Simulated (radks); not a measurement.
Results of a calculation; reference values are marked as such.
Valence configurations of Pm III (all share [Xe]). Code: a radial shooting solver on a logarithmic mesh with Libxc functionals. Model: scalar-relativistic Kohn-Sham, PBE, spin-polarised, spherical densities, point nucleus; open shells are filled with parallel spins first (spin-orbit coupling, left out, can overturn this in heavy ions). Order these by energy: 4f3 5d1 6p1; 4f2.5 5d0.5 6s1 6p1; 4f4 6p1; 4f5; 4f1.5 5d1 6s1.5 6p1; 4f4.5 5d0.5; 4f4 5d1; 4f2 5d1 6p2; 4f4 6s1; 4f2 5d1 6s1 6p1.

Answer. From the lowest, in eV above it: 4f5 0.000; 4f4.5 5d0.5 1.670; 4f4 5d1 4.333; 4f4 6s1 5.429; 4f4 6p1 9.675; 4f3 5d1 6p1 19.637; 4f2.5 5d0.5 6s1 6p1 29.831; 4f2 5d1 6s1 6p1 38.641; 4f2 5d1 6p2 43.708; 4f1.5 5d1 6s1.5 6p1 52.275. NIST lists [Xe] 4f5 as the ground configuration; this level of theory agrees among the configurations tried. The energies are those of spherical high-spin densities, not of single terms.
